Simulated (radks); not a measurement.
Question: The tellurium ion Te21+, configuration [Ar] 3d10 4s1 4p1 4f1 (not the ground configuration). Method: Dirac Kohn-Sham, SOGGA, spin-unpolarised, spherical densities, finite nucleus; open shells fill j = l - 1/2 first; Fermi nuclear charge, rms radius 4.7423 fm; computed with a radial shooting solver on a logarithmic mesh with Libxc functionals.

Spin-orbit splittings of the eigenvalues, e(l+1/2) - e(l-1/2), with zeta = 2 splitting/(2l+1) and mean radii in bohr:

shell  occ.  splitting (eV)  zeta (eV)  <r> j=l-1/2  <r> j=l+1/2
2p        6           275.3      183.5       0.1007       0.1062
3p        6           52.90      35.26       0.3076       0.3184
3d       10               ?          ?       0.2875       0.2909
4p        1           14.54      9.694       0.6844       0.7009
4d        0           2.967      1.187       0.7123       0.7170
4f        1          0.5529     0.1580       0.7084       0.7099

Estimate the 3d splitting.

Answer: 11.28 eV (zeta = 4.513 eV).
